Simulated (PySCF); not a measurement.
Correlation energy of In (indium, neutral)

[Kr] 4d10 5s1 5p2, high-spin 4P determinant (an excited configuration). All numbers are calculated (PySCF 2.14, a scalar-relativistic core potential, in aug-cc-pVQZ-PP with ECP28MDF (7s7p5d3f2g, 92 functions)). Frozen: 4s2 4p6 4d10; 3 electrons correlated.

```json
{"level": "CCSD", "correlation energy (mhartree)": "-11.09"}
{"level": "(T)", "correlation energy (mhartree)": "-0.10"}
{"level": "CCSD(T)", "correlation energy (mhartree)": "-11.19"}
```

Diagnostics: T1 = 0.0042, D1 = 0.0076, largest double amplitude 0.045.

Cost of the coupled-cluster step: of the order of 12 core-seconds, for 3 correlated electrons.

Iterations:

```
CC2 = 0
CCSD nocc = (np.int64(3), np.int64(0)), nmo = (83, 83)
frozen orbitals [[0, 1, 2, 3, 4, 5, 6, 7, 8], [0, 1, 2, 3, 4, 5, 6, 7, 8]]
max_cycle = 100
direct = 0
conv_tol = 1e-08
conv_tol_normt = 1e-06
diis_space = 8
diis_start_cycle = 0
Init t2, MP2 energy = -0.00755413446573436
Init E_corr(UCCSD) = -0.00755413446616682
cycle = 1  E_corr(UCCSD) = -0.00980519838505193  dE = -0.00225106392  norm(t1,t2) = 0.0268147
cycle = 2  E_corr(UCCSD) = -0.0105843955789965  dE = -0.000779197194  norm(t1,t2) = 0.0108811
cycle = 3  E_corr(UCCSD) = -0.0110936416823115  dE = -0.000509246103  norm(t1,t2) = 0.00473274
cycle = 4  E_corr(UCCSD) = -0.0110842620004429  dE = 9.37968187e-06  norm(t1,t2) = 0.000545401
cycle = 5  E_corr(UCCSD) = -0.0110853690728201  dE = -1.10707238e-06  norm(t1,t2) = 6.57448e-05
cycle = 6  E_corr(UCCSD) = -0.0110849896888175  dE = 3.79384003e-07  norm(t1,t2) = 1.06522e-05
cycle = 7  E_corr(UCCSD) = -0.0110851343623785  dE = -1.44673561e-07  norm(t1,t2) = 1.87324e-06
cycle = 8  E_corr(UCCSD) = -0.0110850910057018  dE = 4.33566766e-08  norm(t1,t2) = 3.69971e-07
cycle = 9  E_corr(UCCSD) = -0.0110850978938795  dE = -6.88817767e-09  norm(t1,t2) = 1.06406e-07
UCCSD converged
E(UCCSD) = -189.1157120529496  E_corr = -0.01108509789387952
UCCSD(T) correction = -0.000102350328112101
```
